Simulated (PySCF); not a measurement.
## How the method moves the HOMO and LUMO of `BCBCl`

Species: CH5B2Cl.
Z-matrix (Å and degrees, PBE0-D3(BJ)/def2-SVP geometry), rows numbered from 1:
```
B 
C   1  1.5577
B   2  1.5545  1  106.85
Cl  3  1.7546  2  121.13  1  -109.70
H   1  1.2091  2  121.30  3   117.03
H   1  1.2101  2  120.15  3   -61.77
H   2  1.0971  1  114.70  3  -127.35
H   2  1.1096  1  104.61  3   109.25
H   3  1.2055  2  122.54  1    68.73
```

Basis pcSseg-2 throughout (PySCF), one geometry. The structure is a single PBE0-D3(BJ)/def2-SVP conformer in the gas phase; no vibrational or solvent corrections.

Q: How do the orbital energies, the gap and the dipole change with the method?

A: 
```
   method                    kind  HOMO (eV)  LUMO (eV)  gap (eV)  μ (D)  SCF cycles
     BLYP                     GGA      -7.08      -2.84      4.24   1.21          13
     OPBE                     GGA      -7.20      -2.83      4.37   1.27          14
    B97-D                     GGA      -7.20      -2.80      4.40   1.26          14
      PBE                     GGA      -7.21      -3.01      4.20   1.22          14
      KT2                     GGA      -7.28      -3.02      4.26   1.23          14
     BP86                     GGA      -7.31      -3.06      4.25   1.23          14
      LDA                     LDA      -7.32      -3.28      4.04   1.24          13
      KT3                     GGA      -7.32      -2.92      4.41   1.24          14
    B97-2           global hybrid      -8.29      -2.01      6.28   1.33          12
    B3LYP           global hybrid      -8.31      -2.24      6.07   1.29          12
     PBE0           global hybrid      -8.55      -2.03      6.51   1.32          12
 mPW1PW91           global hybrid      -8.57      -2.03      6.55   1.32          12
BHandHLYP           global hybrid      -9.79      -0.99      8.80   1.40          12
CAM-B3LYP  range-separated hybrid      -9.94      -0.93      9.01   1.35          12
  wB97X-D  range-separated hybrid     -10.42      -0.15     10.28   1.36          13
  LC-wPBE  range-separated hybrid     -11.32       0.25     11.57   1.40          12
       HF            Hartree–Fock     -11.75       1.41     13.16   1.53          10
```

The HOMO spans 4.66 eV, from BLYP down to HF, and the gap runs from 4.04 eV (LDA) to 13.16 eV (HF). Over the methods BLYP (0 %), OPBE (0 %), B97-D (0 %), PBE (0 %), KT2 (0 %), BP86 (0 %), LDA (0 %), KT3 (0 %), B97-2 (21 %), B3LYP (20 %), PBE0 (25 %), mPW1PW91 (25 %), BHandHLYP (50 %), HF (100 %), a straight line through the gap against the share of exact exchange rises by 0.89 eV for each 10 % (correlation coefficient 0.999). The dipole ranges from 1.21 D (BLYP) to 1.53 D (HF). This basis has no diffuse functions.
